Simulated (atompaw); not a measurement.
## u(r) = r·R(r): atom against pseudo-atom (sulfur (S))

Columns: radius, all-electron u(r) and pseudo u(r) of the 3s shell (level -17.28 eV) of sulfur in the configuration [Ne] 3s2 3p4; LDA (PW92), scalar-relativistic, PAW (atompaw) scheme, atompaw 4.2.0.5.

```json
{"r (bohr)": "0.056", "all-electron": "0.2185", "pseudo": "0.0448"}
{"r (bohr)": "0.112", "all-electron": "0.0656", "pseudo": "0.0895"}
{"r (bohr)": "0.167", "all-electron": "-0.1414", "pseudo": "0.1335"}
{"r (bohr)": "0.223", "all-electron": "-0.3042", "pseudo": "0.1783"}
{"r (bohr)": "0.279", "all-electron": "-0.3926", "pseudo": "0.2230"}
{"r (bohr)": "0.335", "all-electron": "-0.4116", "pseudo": "0.2676"}
{"r (bohr)": "0.390", "all-electron": "-0.3770", "pseudo": "0.3113"}
{"r (bohr)": "0.446", "all-electron": "-0.3032", "pseudo": "0.3555"}
{"r (bohr)": "0.502", "all-electron": "-0.2045", "pseudo": "0.3992"}
{"r (bohr)": "0.558", "all-electron": "-0.0921", "pseudo": "0.4424"}
{"r (bohr)": "0.613", "all-electron": "0.0234", "pseudo": "0.4840"}
{"r (bohr)": "0.669", "all-electron": "0.1401", "pseudo": "0.5254"}
{"r (bohr)": "0.725", "all-electron": "0.2515", "pseudo": "0.5656"}
{"r (bohr)": "0.781", "all-electron": "0.3548", "pseudo": "0.6041"}
{"r (bohr)": "0.837", "all-electron": "0.4484", "pseudo": "0.6408"}
{"r (bohr)": "0.892", "all-electron": "0.5299", "pseudo": "0.6747"}
{"r (bohr)": "0.948", "all-electron": "0.6020", "pseudo": "0.7068"}
{"r (bohr)": "1.004", "all-electron": "0.6633", "pseudo": "0.7361"}
{"r (bohr)": "1.060", "all-electron": "0.7143", "pseudo": "0.7623"}
{"r (bohr)": "1.115", "all-electron": "0.7547", "pseudo": "0.7848"}
{"r (bohr)": "1.171", "all-electron": "0.7868", "pseudo": "0.8040"}
{"r (bohr)": "1.227", "all-electron": "0.8107", "pseudo": "0.8194"}
{"r (bohr)": "1.283", "all-electron": "0.8270", "pseudo": "0.8307"}
{"r (bohr)": "1.338", "all-electron": "0.8365", "pseudo": "0.8376"}
{"r (bohr)": "1.394", "all-electron": "0.8402", "pseudo": "0.8404"}
{"r (bohr)": "1.450", "all-electron": "0.8388", "pseudo": "0.8388"}
```

How many radial nodes do the two functions have?

The all-electron 3s function has n − l − 1 = 2; the pseudo-wave has 0, since the states of the same l below it are removed with the core.

Is the pseudo-wave norm-conserving?

No, it belongs to a PAW set: the norm inside the radius is not constrained, and the difference is carried by the augmentation charge.
